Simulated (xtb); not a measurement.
ClLi, charge -1, doublet, at a GFN2-xTB geometry (such geometries of metal compounds can be far from the true shape) (a state made from the parent by changing its charge; the spin is typed, not shown lowest), atoms displaced at random by about 0.02 Å a coordinate; GFN1-xTB (xtb).

Input for xtb:
```
$ xtb mol.xyz --gfn 1 --chrg -1 --uhf 1 --opt vtight --json

# file mol.xyz
2

Li     0.00213643     0.01084986    -2.05337309
Cl    -0.01887104    -0.02917274     0.38514108
```

Output, abridged:

```
   ID    Z sym.   atoms
    1    3 Li     1
    2   17 Cl     2

           -------------------------------------------------
          |                Calculation Setup                |
           -------------------------------------------------

           -------------------------------------------------
          |                 G F N 1 - x T B                 |
           -------------------------------------------------

          ...................................................
          :                      SETUP                      :
          :.................................................:
          :  # basis functions                  14          :
          :  # atomic orbitals                  13          :
          :  # shells                            5          :
          :  # electrons                         9          :
          :  # halogen bonds                     0          :
          :  max. iterations                   250          :
          :  Hamiltonian                  GFN1-xTB          :
          :  restarted?                      false          :
          :  GBSA solvation                  false          :
          :  PC potential                    false          :
          :  electronic temp.          300.0000000     K    :
          :  accuracy                    1.0000000          :
          :  -> integral cutoff          0.2500000E+02      :
          :  -> integral neglect         0.1000000E-07      :
          :  -> SCF convergence          0.1000000E-05 Eh   :
          :  -> wf. convergence          0.2000000E-04 e    :
          :  Broyden damping             0.4000000          :
          :  net charge                         -1          :
          :  unpaired electrons                  1          :
          ...................................................

 iter      E             dE          RMSdq      gap      omega  full diag
   1     -4.8203555 -0.482036E+01  0.399E+00    2.58       0.0  T
   2     -4.8211167 -0.761234E-03  0.225E+00    2.56       1.0  T
   3     -4.8214519 -0.335166E-03  0.875E-02    2.53       1.0  T
   4     -4.8214522 -0.307713E-06  0.285E-02    2.53       2.5  T
   5     -4.8214522 -0.179216E-07  0.773E-04    2.53      91.5  T
   6     -4.8214522  0.582734E-11  0.369E-04    2.53     191.9  T
   7     -4.8214522 -0.712141E-11  0.342E-07    2.53  100000.0  T
   8     -4.8214522  0.355271E-14  0.387E-09    2.53  100000.0  T

[...]
         :: total energy              -4.821002598922 Eh    ::
 * total energy  :    -4.8210026 Eh     change        0.8881784E-15 Eh
 * total energy  :    -4.8223076 Eh     change       -0.1305022E-02 Eh
 * total energy  :    -4.8223259 Eh     change       -0.1823477E-04 Eh
 * total energy  :    -4.8223756 Eh     change       -0.4978692E-04 Eh
 * total energy  :    -4.8223762 Eh     change       -0.6021971E-06 Eh
 * total energy  :    -4.8223763 Eh     change       -0.8889414E-07 Eh
   *** GEOMETRY OPTIMIZATION CONVERGED AFTER 6 ITERATIONS ***
         :: total energy              -4.822376333677 Eh    ::
[...]

    * Orbital Energies and Occupations

         #    Occupation            Energy/Eh            Energy/eV
      -------------------------------------------------------------
         1        2.0000           -0.6634665             -18.0538
         2        2.0000           -0.2853158              -7.7638
         3        2.0000           -0.2836925              -7.7197
         4        2.0000           -0.2836925              -7.7197
         5        1.0000           -0.0797000              -2.1687 (HOMO)
         6                          0.0158320               0.4308 (LUMO)
         7                          0.0158320               0.4308
         8                          0.1896200               5.1598
         9                          0.2043032               5.5594
        10                          0.2043032               5.5594
        11                          0.2093421               5.6965
        12                          0.2093421               5.6965
        13                          0.2246999               6.1144
      -------------------------------------------------------------
                  HL-Gap            0.0955320 Eh            2.5996 eV
             Fermi-level           -0.1068151 Eh           -2.9066 eV

  Mulliken/CM5 charges         n(s)   n(p)   n(d)
     1Li   -0.34163 -0.28779   0.927  0.415  0.000
     2Cl   -0.65837 -0.71221   1.909  5.749  0.000

Wiberg/Mayer (AO) data.
largest (>0.10) Wiberg bond orders for each atom

 ---------------------------------------------------------------------------
     #   Z sym  total        # sym  WBO       # sym  WBO       # sym  WBO
 ---------------------------------------------------------------------------
     1   3 Li   0.644 --     2 Cl   0.644
     2  17 Cl   0.644 --     1 Li   0.644
 ---------------------------------------------------------------------------

Topologies differ in total number of bonds
Writing topology from bond orders to xtbtopo.mol

 dipole moment from electron density (au)
     X       Y       Z
   0.0151   0.0159   1.6614  total (Debye):    4.223

optimized geometry written to: xtbopt.xyz

           -------------------------------------------------
          | TOTAL ENERGY               -4.822376333677 Eh   |
          | GRADIENT NORM               0.000001101820 Eh/α |
          | HOMO-LUMO GAP               2.599557945097 eV   |
           -------------------------------------------------

normal termination of xtb
```
